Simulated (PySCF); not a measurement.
A small calculation by hand: oscillator strength and radiative lifetime

C5H7F, SMILES C=CC/C=C\F.

Geometry: B3LYP-D3(BJ)/def2-SVP. The structure was generated by enumeration; whether it is a known compound was not checked. The values are those of a single conformer.

TDA-PBE/def2-SVPD in PySCF 2.14.0 puts the first singlet state with f over 0.02 at 5.42 eV (vertical), with the transition dipole (-0.667, 0.035, 0.156) in atomic units.

Problem. Find the oscillator strength, the wavelength and the radiative lifetime that this transition would have in vacuum if emission retraced absorption.

Solution. 
|μ|² = 0.4705 au, so |μ| = 1.74 D. ΔE = 5.42/27.211 = 0.1992 hartree. f = (2/3) ΔE |μ|² = 0.062 (the program prints 0.062).
λ = 1239.84/5.42 = 229 nm; ν = 43715 cm⁻¹.
Einstein's coefficient A = 0.6670 ν² f s⁻¹ (ν in cm⁻¹) = 8.0e7 s⁻¹, so τ = 1/A = 13 ns. This state is S1. The figure is the radiative limit of this one transition; relaxation, internal conversion, crossing to triplets and a medium change what is measured.
